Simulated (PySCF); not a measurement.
Species: C7H6O2 (charge -1 and doublet state).
Numbering: `[CH3:1][C:2]1=[CH:3][C:4]([O-:5])[CH:6]=[CH:7][C:8]1=[O:9]` (hydrogens: H10, H11, H12 on C1; H13 on C3; H14 on C6; H15 on C7)

Structure used (GFN2-xTB), in Å, numbered top down from 1:
```
atom  x, y, z in Å
C1     2.2183    0.0340   -0.1233
C2     0.7173   -0.0061   -0.0556
C3     0.0279   -1.1575   -0.2827
C4    -1.4053   -1.2539   -0.2129
O5    -2.0229   -2.3285   -0.4260
C6    -2.0755   -0.0255    0.1208
C7    -1.4002    1.1317    0.3473
C8     0.0318    1.2276    0.2737
O9     0.6440    2.3085    0.4750
H10    2.5367    1.0428   -0.3813
H11    2.6495   -0.2117    0.8502
H12    2.6018   -0.6749   -0.8569
H13    0.5662   -2.0669   -0.5304
H14   -3.1578   -0.0536    0.1854
H15   -1.9364    2.0421    0.5947
```

Level of theory: UKS B3LYP, pcH-1 on C H O, non-relativistic, mean-field spin-orbit, GIAO (PySCF 2.14.0). GFN2-xTB frequencies show an imaginary mode (28i cm⁻¹), so this geometry is no minimum at that level. Whether the extra electron is bound in the gas phase wasn't checked; a finite basis holds it in any case. The geometry wasn't refined by DFT: couplings that depend on bond lengths, twists or pyramidal angles can differ widely from those at the functional's own minimum, by a factor of two or more for some ions and for spin on atoms past the first row. Stability of the SCF solution: not tested.

Computed for the main isotopes (class means, splittings of 0.05 mT or more): g = 2.0055; H14 1H -7.6 MHz (0.27 mT); H15 1H -6.1 MHz (0.22 mT); H13 1H -6.1 MHz (0.22 mT); H10/H11/H12 1H +4.7 MHz (0.17 mT); 32 first-order lines, 1.21 mT wide. Two of these splittings differ by less than 0.03 mT, so with lines wider than that fewer lines would be seen.

(1) What changes when 1H at H15 is replaced by 2H?

(2) Where do the 17O satellites of O5 appear, and how strong are they?

(3) Where do the 17O satellites of O9 appear, and how strong are they?

(4) Give position and intensity of the satellites from 13C at C4.

Answers

(1) The spin density stays the same (vibrational effects aside), so a scales with the nuclear g factor: 0.85744/5.58569 = 0.1535, so a goes from -6.1 to -0.9 MHz (0.034 mT). The spin goes from 1/2 to 1, so the 1:1 doublet becomes a 1:1:1 triplet. The spectrum then has 48 first-order lines over 1.06 mT, counting the new splitting although it is under 0.05 mT.

(2) a = -22.0 MHz, or 0.79 mT in magnitude, and I = 5/2, so to first order each main line has six satellites, at ±0.39, ±1.18, ±1.96 mT. The isotope's abundance is about 0.038 %, shared among 6 lines, so each has 0.0063 % of the main line's intensity.

(3) a = -22.0 MHz, or 0.78 mT in magnitude, and I = 5/2, so to first order each main line has six satellites, at ±0.39, ±1.18, ±1.96 mT. The isotope's abundance is about 0.038 %, shared among 6 lines, so each has 0.0063 % of the main line's intensity.

(4) a = -10.4 MHz, or 0.37 mT in magnitude, and I = 1/2, so to first order each main line has two satellites, at ±0.19 mT. The isotope's abundance is about 1.07 %, shared among 2 lines, so each has 0.54 % of the main line's intensity.

Class means assume fast exchange of nuclei equivalent by connectivity; if that motion is slow, each nucleus keeps its own coupling. The three 1H nuclei of mean +4.7 MHz run from 2.3 to 8.9 MHz in the frozen geometry.

The SMILES draws the unpaired electron on C4; the largest computed Mulliken spin population is on O5 (0.28 against 0.05).
